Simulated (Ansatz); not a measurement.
Born–Oppenheimer molecular dynamics of C2H8FNOSi (14 atoms, charge 0, multiplicity 1). It starts from a relaxed structure.

Level of theory: Ansatz 0.2.0, RKS B3LYP-D4/STO-3G.

```yaml
ensemble: NVT, Nosé–Hoover chain
time_step: 1 fs
steps_asked: 171
set_temperature: 300 K
thermostat: time constant 100 fs, chain length 5
temperature_schedule: 42 steps to 300 K, then 128 steps to 75 K
seed: 686660
```

First frame:

```xyz
14
Properties=species:S:1:pos:R:3
O -1.958 -1.226 0.072
C -0.525 -1.098 0.387
N -0.031 0.086 -0.376
Si 1.704 0.156 -0.728
C -0.681 1.349 0.084
F -0.146 1.842 1.302
H -2.255 -1.924 0.767
H 0.063 -1.991 0.053
H -0.375 -0.995 1.497
H 2.531 0.254 0.461
H 2.057 -1.058 -1.426
H 1.926 1.319 -1.554
H -1.773 1.134 0.206
H -0.549 2.122 -0.717
```

**Question.** How far do the bonds stretch over the last three quarters of this one trajectory? (Pairs bonded in most of those frames.)

**Answer.** 
```tsv
bond	mean (Å)	spread (Å)	shortest	longest
O1–C2	1.476	0.013	1.45	1.50
O1–H7	1.031	0.008	1.02	1.04
C2–N3	1.498	0.019	1.46	1.55
C2–H8	1.120	0.012	1.10	1.14
C2–H9	1.126	0.017	1.10	1.16
N3–Si4	1.784	0.026	1.74	1.84
N3–C5	1.505	0.036	1.44	1.57
Si4–H10	1.452	0.027	1.41	1.49
Si4–H11	1.445	0.011	1.43	1.46
Si4–H12	1.444	0.011	1.43	1.46
C5–F6	1.418	0.014	1.39	1.45
C5–H13	1.126	0.042	1.06	1.19
C5–H14	1.129	0.038	1.07	1.18
```

Mean temperature of the second half: 181 K. The conserved energy stayed within 1.2 meV per atom of its start (net change 0.36 meV per atom), so the integration is sound. The schedule's set-point averaged 148 K over the second half and the system 181 K, so it lags behind the ramp. A run of 0.17 ps of so small a system gives no equilibrium averages. Limits of this set-up: minimal basis.

The run took 5.9 min on 1 thread of Arm Neoverse V2 (shared host), peak memory 0.097 GiB.
